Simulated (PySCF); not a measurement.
## Two-dimensional NMR puzzle

Compound of formula C6H12OSi. Correlations simulated from computed shifts and the bond graph:

HSQC (one-bond C–H):
```
  δH     δC
6.30  144.3
5.08  115.9
4.88  115.9
2.38   28.2
1.73   20.1
```

COSY cross peaks (H two or three bonds apart, from the bond graph; peaks can be absent where the dihedral angle is near 90°):
```
  δH    δH
5.08  4.88
```

HMBC (two and three bonds, from the bond graph):
```
  δH                   δC
6.30   150.6, 123.1, 20.1
5.08   150.6, 123.1, 28.2
4.99                144.3
4.88   150.6, 123.1, 28.2
2.38  150.6, 123.1, 115.9
1.73  150.6, 144.3, 123.1
```

Carbons without hydrogens: δ 150.6, 123.1.

- geometry: GFN2-xTB
- shieldings: GIAO PBE0/pcSseg-1
- program: PySCF
- no solvent model, a single conformation, averaged over atoms made equivalent by symmetry, fast rotation or ring inversion, non-relativistic Hamiltonian

Chemical shifts δ = σref − σ; TMS for 1H (σ = 31.72 ppm) and 13C (σ = 186.93 ppm), all at this level.

Exchangeable hydrogens are left out of these lists.

**Question.** Which molecule is this?

**Answer.** SMILES C=C(C)/C(C)=C\O[SiH3].

Atoms are numbered as in `[CH2:1]=[C:2]([CH3:3])/[C:4]([CH3:5])=[CH:6]\[O:7][SiH3:8]` (H(Xn): hydrogen on atom n). Ha(C1) is cis to C3; Hb(C1) is trans to C3.

1. δC 150.6 is C2, a fully substituted alkene carbon.
2. δC 144.3 is C6, an alkene carbon bearing oxygen (δH 6.30).
3. δC 123.1 is C4, a β carbon of an enol-ether or enamine type C=C.
4. δC 115.9 is C1, a terminal =CH2 carbon (δH 4.88, 5.08).
5. δC 28.2 is C3, an allylic methyl carbon (δH 2.38).
6. δC 20.1 is C5, an allylic methyl carbon (δH 1.73).
7. HMBC from δH 6.30 reaches the proton-free carbons C2, C4.
8. HMBC from δH 5.08 reaches the proton-free carbons C2, C4.
9. HMBC from δH 4.88 reaches the proton-free carbons C2, C4.
10. HMBC from δH 2.38 reaches the proton-free carbons C2, C4.
11. COSY links 5.08–4.88.

The shifts were computed for this structure.

Shifts are as computed. Against solution values, carbons near 30 ppm lie about +3 ppm off and those near 130 ppm about +5 ppm. Of 1309 compounds with measured shifts, 239 miss one by over three times the rms of a fit or turn the order of signals round; such compounds aren't used in these exercises.
